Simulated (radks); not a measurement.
Q: Coherent X-ray form factor from a spherical all-electron density. Method: scalar-relativistic Kohn-Sham, BLYP, spin-polarised, spherical densities, finite nucleus; Fermi nuclear charge, rms radius of each element as measured or else 0.836 A^(1/3) + 0.57 fm; computed with a radial shooting solver on a logarithmic mesh with Libxc functionals.

| sin(theta)/lambda (1/angstrom) | f0 (electrons) |
|---|---|
| 0.05 | 69.645 |
| 0.1 | 68.604 |
| 0.15 | 66.950 |
| 0.2 | 64.791 |
| 0.25 | 62.257 |
| 0.3 | 59.481 |
| 0.4 | 53.681 |
| 0.5 | 48.121 |
| 0.6 | 43.151 |
| 0.8 | 35.098 |
| 1 | 28.960 |
| 1.25 | 23.218 |
| 1.5 | 19.257 |
| 2 | 14.881 |

The species is in the configuration that NIST lists as its ground one. Which atom or ion scatters so?

A: The mercury ion Hg10+, [Xe] 4f14 5d2. Extrapolating in s^2 from the first two rows gives f0(0) = 70.0, near the electron count 70; among species with that count, the fall with angle is slower the higher Z, and the table is that of Z = 80; from so few rows the species is fixed only to a neighbour or two.
